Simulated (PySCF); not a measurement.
Consider `c1cc[se]c1` (C4H4Se). Non-hydrogen atoms are numbered in `[cH:1]1[cH:2][cH:3][se:4][cH:5]1`. These are map numbers, not IUPAC locants.

Energies: ωB97X-D3(BJ)/ma-def2-TZVP (PySCF, density fitting, integration grid level 2) on PBE0-D3(BJ)/ma-def2-SVP structures. The prefix ma- adds one diffuse s and one diffuse p function on all atoms but H. Zero-point and thermal terms (298.15 K, 1 bar) come from unscaled PBE0-D3(BJ)/ma-def2-SVP harmonic frequencies, with soft modes damped to free rotors in the entropy.

**Question.** What are the vertical and the adiabatic ionisation energy for forming the radical cation?

**Answer.** 8.91 eV vertical and 8.69 eV adiabatic, the latter with zero-point energy.

**Question.** Where does the unpaired spin of the relaxed radical cation sit?

**Answer.** C5 (aromatic carbon) 0.52, C3 (aromatic carbon) 0.52, Se4 (selenium) -0.12 (intrinsic atomic orbital populations).

**Question.** What oxidation potential follows in DMF (IEF-PCM), given that Fc+/Fc comes at 4.54 V absolute with this functional and basis?

**Answer.** In the gas phase ΔG of oxidation is 8.666 eV, and solvation is -12.5 kJ/mol for the parent and -233.5 kJ/mol for the product, so the absolute potential is 6.38 V, or 1.83 V against Fc+/Fc. Fc+/Fc in DMF, 4.54 V, is ωB97X-D3(BJ)/ma-def2-TZVP on PBE0-D3(BJ)/def2-SVP structures with GFN2-xTB thermal terms. Benchmark calculations put it near 5.0 V in acetonitrile and DMSO, so it is about 0.5 V low, and the value against it can read up to that much too high. The solvent is electrostatics only, on gas-phase structures; the absolute scale refers to an electron at rest in vacuum.

**Question.** How far is −ε(HOMO) from the vertical value by ΔSCF?

**Answer.** −ε(HOMO) = 9.13 eV, which is 0.23 eV above the ΔSCF value.

Caveats: spin-orbit coupling is left out of the energies, which matters for open shells on the heavier atoms; atoms from Ga to Kr are treated without relativity.

Differences come from unrounded values, so a last digit can differ from that of the printed terms.
